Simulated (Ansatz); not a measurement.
Born–Oppenheimer molecular dynamics of AlCl$_{2}$HO (5 atoms, charge 0, multiplicity 1). It starts from a relaxed structure.

Level of theory: RKS PBE0/6-31G in Ansatz.

```json
{
  "ensemble": "NVT, Langevin thermostat",
  "time step": "0.5 fs",
  "steps asked": "161",
  "set temperature": "3000 K",
  "friction": "0.001 /fs",
  "seed": "199839"
}
```

Frames 0.5 fs apart, positions in Å, forces in eV/Å.

Velocities at 40.0 fs (Å/ps):

```
Al -0.28 3.97 -1.65
O -1.77 -2.77 -1.41
H -45.12 56.97 -21.43
Cl -4.04 -4.96 8.49
Cl 2.71 -0.05 -4.25
```

```xyz
5
Properties=species:S:1:pos:R:3:forces:R:3 time_fs=40.0 energy_less_start_eV=1.018 T=914
Al -0.283 -0.223 -0.060 -0.16 1.05 -0.18
O -0.367 0.073 1.620 2.03 1.30 4.01
H 0.252 0.401 2.517 -2.89 -1.68 -4.48
Cl 1.789 -0.085 -0.641 0.48 -0.26 -0.44
Cl -1.731 0.143 -1.755 0.53 -0.42 1.09
5
Properties=species:S:1:pos:R:3:forces:R:3 time_fs=40.5 energy_less_start_eV=0.928 T=1017
Al -0.283 -0.221 -0.061 -0.21 1.06 -0.12
O -0.367 0.072 1.620 1.85 1.38 3.75
H 0.227 0.428 2.501 -2.69 -1.76 -4.26
Cl 1.787 -0.087 -0.637 0.53 -0.26 -0.45
Cl -1.730 0.142 -1.757 0.53 -0.42 1.09
5
Properties=species:S:1:pos:R:3:forces:R:3 time_fs=41.0 energy_less_start_eV=0.785 T=1229
Al -0.283 -0.219 -0.061 -0.28 1.06 -0.04
O -0.367 0.071 1.620 1.55 1.35 3.25
H 0.195 0.450 2.476 -2.37 -1.74 -3.82
Cl 1.785 -0.090 -0.632 0.57 -0.26 -0.47
Cl -1.728 0.142 -1.759 0.53 -0.42 1.08
5
Properties=species:S:1:pos:R:3:forces:R:3 time_fs=41.5 energy_less_start_eV=0.618 T=1472
Al -0.283 -0.217 -0.062 -0.35 1.06 0.06
O -0.367 0.070 1.621 1.07 1.15 2.39
H 0.158 0.467 2.442 -1.86 -1.54 -3.05
Cl 1.783 -0.092 -0.628 0.61 -0.25 -0.48
Cl -1.727 0.142 -1.760 0.53 -0.42 1.08
5
Properties=species:S:1:pos:R:3:forces:R:3 time_fs=42.0 energy_less_start_eV=0.475 T=1696
Al -0.283 -0.215 -0.063 -0.43 1.06 0.16
O -0.367 0.069 1.622 0.32 0.64 1.04
H 0.115 0.480 2.403 -1.08 -1.03 -1.78
Cl 1.781 -0.095 -0.624 0.65 -0.25 -0.50
Cl -1.725 0.142 -1.762 0.53 -0.41 1.08
5
Properties=species:S:1:pos:R:3:forces:R:3 time_fs=42.5 energy_less_start_eV=0.420 T=1841
Al -0.282 -0.213 -0.063 -0.51 1.04 0.27
O -0.366 0.068 1.623 -0.76 -0.33 -1.00
H 0.070 0.490 2.359 0.05 -0.05 0.17
Cl 1.780 -0.098 -0.619 0.70 -0.25 -0.51
Cl -1.724 0.141 -1.764 0.53 -0.41 1.07
5
Properties=species:S:1:pos:R:3:forces:R:3 time_fs=43.0 energy_less_start_eV=0.511 T=1716
Al -0.282 -0.210 -0.064 -0.58 1.02 0.35
O -0.366 0.068 1.624 -2.11 -1.89 -3.68
H 0.023 0.501 2.316 1.43 1.52 2.78
Cl 1.778 -0.101 -0.615 0.74 -0.25 -0.52
Cl -1.722 0.141 -1.766 0.52 -0.41 1.07
5
Properties=species:S:1:pos:R:3:forces:R:3 time_fs=43.5 energy_less_start_eV=0.718 T=1452
Al -0.282 -0.208 -0.064 -0.64 0.99 0.39
O -0.365 0.066 1.625 -3.35 -3.80 -6.40
H -0.021 0.515 2.279 2.69 3.46 5.48
Cl 1.776 -0.103 -0.610 0.78 -0.25 -0.53
Cl -1.720 0.140 -1.768 0.52 -0.40 1.07
5
Properties=species:S:1:pos:R:3:forces:R:3 time_fs=44.0 energy_less_start_eV=0.872 T=1228
Al -0.282 -0.205 -0.064 -0.69 0.95 0.37
O -0.365 0.064 1.624 -3.82 -5.16 -7.86
H -0.058 0.538 2.255 3.17 4.86 6.97
Cl 1.774 -0.106 -0.606 0.82 -0.25 -0.55
Cl -1.718 0.140 -1.770 0.52 -0.40 1.07
5
Properties=species:S:1:pos:R:3:forces:R:3 time_fs=44.5 energy_less_start_eV=0.810 T=1323
Al -0.282 -0.203 -0.064 -0.72 0.91 0.29
O -0.366 0.061 1.623 -3.20 -4.94 -7.01
H -0.088 0.572 2.249 2.54 4.67 6.22
Cl 1.772 -0.109 -0.602 0.86 -0.25 -0.56
Cl -1.716 0.139 -1.773 0.52 -0.40 1.06
5
Properties=species:S:1:pos:R:3:forces:R:3 time_fs=45.0 energy_less_start_eV=0.603 T=1695
Al -0.282 -0.200 -0.064 -0.73 0.88 0.14
O -0.367 0.058 1.620 -2.00 -3.18 -4.41
H -0.113 0.619 2.258 1.32 2.94 3.79
Cl 1.771 -0.112 -0.598 0.90 -0.25 -0.58
Cl -1.714 0.139 -1.775 0.51 -0.39 1.05
5
Properties=species:S:1:pos:R:3:forces:R:3 time_fs=45.5 energy_less_start_eV=0.460 T=1946
Al -0.283 -0.198 -0.064 -0.73 0.85 -0.06
O -0.368 0.053 1.616 -0.97 -0.94 -1.51
H -0.134 0.673 2.275 0.25 0.72 1.13
Cl 1.769 -0.115 -0.593 0.94 -0.25 -0.59
Cl -1.712 0.139 -1.777 0.50 -0.38 1.03
```

Of the whole run (80 fs, mean temperature of the second half 1821 K): The mean temperature of the second half is 39 % below the set value. A run of 0.081 ps of so small a system gives no equilibrium averages. Limits of this set-up: no polarisation functions.

Run time: 5.9 min on 1 thread of Arm Neoverse V1, on a shared host, peak memory 0.094 GiB.
